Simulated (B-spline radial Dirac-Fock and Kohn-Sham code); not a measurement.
ΔSCF core binding energies without Breit or QED terms, calculated with a radial atomic solver.

A sound run for selenium as Se⁷⁺, [Ar] 3d9: The ground state converged in 9 iterations, with total energy -2413.83790 Ha, virial ratio 1.97608 and highest orbital energy -189.91 eV. ΔSCF binding energies: K (1s) 12826.4 eV, L3 (2p3/2) 1577.8 eV. Holes are computed only in closed shells, and unreliable hole states are left out.

A second run, with one unsound setting: The ground state converged in 9 iterations, with total energy -2413.63236 Ha, virial ratio 1.97608 and highest orbital energy -189.99 eV. ΔSCF binding energies: K (1s) 12826.0 eV, L3 (2p3/2) 1577.9 eV. Holes are computed only in closed shells, and unreliable hole states are left out.

```
iter   energy (Ha)        error
   1    -2387.32781431  1.51e+00
   2    -2406.94853591  1.00e+00
   3    -2413.04760407  3.02e-01
   4    -2413.59195501  8.13e-02
   5    -2413.62203412  3.77e-02
   6    -2413.63234524  1.59e-03
   7    -2413.63235695  2.32e-05
   8    -2413.63235695  1.83e-06
   9    -2413.63235695  1.54e-07
```

Problem. Which fault fits the second run best?
A. overfilled shell
B. functional not served
C. unbound anion
D. spline order too low

Solution. D. The input had order = 3: order is too low for an accurate radial basis.
